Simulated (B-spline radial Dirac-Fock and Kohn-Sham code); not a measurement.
# What relativity does to the binding energies of Tc²⁸⁺

System: Tc²⁸⁺, [Ne] 3s2 3p3.

Both columns are ΔSCF binding energies of the configuration average from a radial finite-basis atomic code: non-relativistic Hartree-Fock with a point nucleus, and Dirac-Fock with a finite nucleus and the Coulomb interaction alone, averaged over the two j levels with weights 2j+1.

```
shell  Hartree-Fock (eV)  Dirac-Fock (eV)  shift (eV)  shift (%)
   1s            21989.1          22542.3     +553.20      +2.52
   2s             4290.8           4430.5     +139.69      +3.26
   3s             1613.3           1651.9      +38.63      +2.39
   3p             1538.6           1553.7      +15.14      +0.98
```

Relativity binds 1s, 2s, 3s, 3p more strongly, among those listed most of all 2s in relative terms.

Values without a named source are computed, but for edge energies of neutral atoms, which are taken from tables.
